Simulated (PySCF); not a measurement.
**[MnO3]+, singlet: molecular constants**

Computed with PBE/[Mn def2-TZVP, O def2-TZVP], no relativity, density fitting, PySCF.

The structure is a minimum.

```xyz
4
charge 1 multiplicity 1, angstrom
Mn    0.0000    0.0000   -0.2285
O     1.4827    0.0000    0.2631
O    -0.7414    1.2841    0.2631
O    -0.7414   -1.2841    0.2631
```

| Quantity | Value |
| --- | --- |
| Point group | C3v |
| Bond lengths | Mn–O 1.562 Å (×3) |
| Bond angles | O–Mn–O 110.6° (×3) |
| Principal polarisabilities | 15.7, 38.5, 38.5 bohr³ |
| Heat capacity Cp at 298.15 K | 56.7 J/(mol K) |
| Rotational constants | 0.286, 0.286, 0.1598 cm⁻¹ |
| Lowest empty level | -14.48 eV |
| Highest occupied level | -15.46 eV |
| Zero-point energy | 25.1 kJ/mol |
| Rotational symmetry number | 3 |
| Dipole moment about the centre of mass | 2.70 D |
| Enthalpy at 298.15 K above 0 K | 12.80 kJ/mol |
| Entropy at 298.15 K and 1 bar | 273.6 J/(mol K) |
| Principal quadrupole moments (Buckingham, traceless) about the centre of mass | -1.49, -1.49, 2.99 D Å |

Harmonic modes (masses in u: Mn 54.938, O 15.995):
```
symmetry  ω (cm⁻¹)  IR (km/mol, summed over degenerate members)  μ (u)     type
      a1       333                                         19.0  22.06     bend
       e       401                                          0.3  17.46     bend
      a1       984                                          1.7  16.93  stretch
       e      1039                                          106  20.30  stretch
```

In C3v the vibrations span 2a1 + 2e.

Charges (e):
```json
{"atom": "Mn1", "Mulliken": "1.42", "Löwdin": "0.64", "polar tensor": "1.50", "Mayer order to Mn1": "–"}
{"atom": "O2,3,4", "Mulliken": "-0.14", "Löwdin": "0.12", "polar tensor": "-0.17", "Mayer order to Mn1": "1.92"}
```
Other Mayer orders above 0.3: O–O 0.32 (×3).

Mulliken populations on Mn1: s 6.11, p 12.28, d 5.17, f 0.01.

Formally Mn is in oxidation state +7, d0. A d0 centre has no lone pair, yet it is C3v rather than trigonal planar: covalent bonding through the d orbitals favours lower symmetry. The polar-tensor charge on Mn, 1.50, is far below the formal one.

This need not be the most stable arrangement of these atoms.

The final relaxation and frequency run took roughly 110 core-seconds on a shared host.
